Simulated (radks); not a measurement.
The numbers below are computed, except where a source is named.
Problem. Ionisation of the sulfur ion S3+, [Ne] 3s2 3p1, to S4+, [Ne] 3s2, under several functionals. Dirac Kohn-Sham, spin-unpolarised, spherical densities, point nucleus; open shells fill j = l - 1/2 first; a radial shooting solver on a logarithmic mesh with Libxc functionals. The NIST Atomic Spectra Database gives 47.22 eV (semi-empirical). Rank these functionals by the error of their Delta-SCF ionisation energy: OLYP; exchange-only B88; AM05; exchange-only PBE; XLYP; BLYP; Wu-Cohen GGA.

Solution. From best to worst: Wu-Cohen GGA 46.928 eV (-0.294); XLYP 46.884 eV (-0.338); BLYP 46.852 eV (-0.370); AM05 46.832 eV (-0.390); OLYP 46.759 eV (-0.463); exchange-only B88 45.962 eV (-1.260); exchange-only PBE 45.913 eV (-1.309). Spin polarisation and multiplet splitting are left out, so open shells lie too high by an amount that depends on their filling.

Beside tabulated values, note that spin-unpolarised runs miss the spin-polarisation part of the exchange energy of open shells.
